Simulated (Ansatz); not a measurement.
Start from `S[CH]1[NH][GeH2]1` and change one atom or group to get `[CH2]1[NH][GeH2]1`.

Ansatz, PBE0-D4/def2-TZVP geometries, multiplicity 1. Each molecule was computed in one conformer, which needn't be the lowest.

Scalar relativity is left out up to krypton.

| property | `S[CH]1[NH][GeH2]1` |
| --- | --- |
| HOMO energy (PBE0/def2-TZVPP) / eV | -6.28 |
| HOMO–LUMO gap (PBE/def2-TZVPP) / eV | 3.84 |
| size of the dipole moment (PBE/def2-TZVPP) / D | 2.14 |
| HOMO–LUMO gap (B3LYP/def2-TZVPP) / eV | 5.29 |
| HOMO–LUMO gap (ωB97M-V/def2-TZVPP) / eV | 9.66 |
| LUMO energy (PBE0/def2-TZVPP) / eV | -0.55 |

Task: Give the same properties after the change, and the shifts. (An estimate is asked.)

Result: The calculation gave: 
| property | `[CH2]1[NH][GeH2]1` | shift |
| --- | --- | --- |
| HOMO energy (PBE0/def2-TZVPP) / eV | -6.40 | -0.12 |
| HOMO–LUMO gap (PBE/def2-TZVPP) / eV | 4.37 | 0.53 |
| size of the dipole moment (PBE/def2-TZVPP) / D | 1.41 | -0.73 |
| HOMO–LUMO gap (B3LYP/def2-TZVPP) / eV | 5.88 | 0.59 |
| HOMO–LUMO gap (ωB97M-V/def2-TZVPP) / eV | 10.33 | 0.67 |
| LUMO energy (PBE0/def2-TZVPP) / eV | -0.06 | 0.49 |

With PBE0 the HOMO falls by 0.12 eV and the LUMO rises by 0.49 eV, so the gap widens by about 0.61 eV. PBE moves the HOMO by -0.04 eV and ωB97M-V by -0.21 eV. Dipoles are sizes alone; their direction can turn.

B3LYP here is the variant with VWN-RPA as its local correlation; programs differ in this.
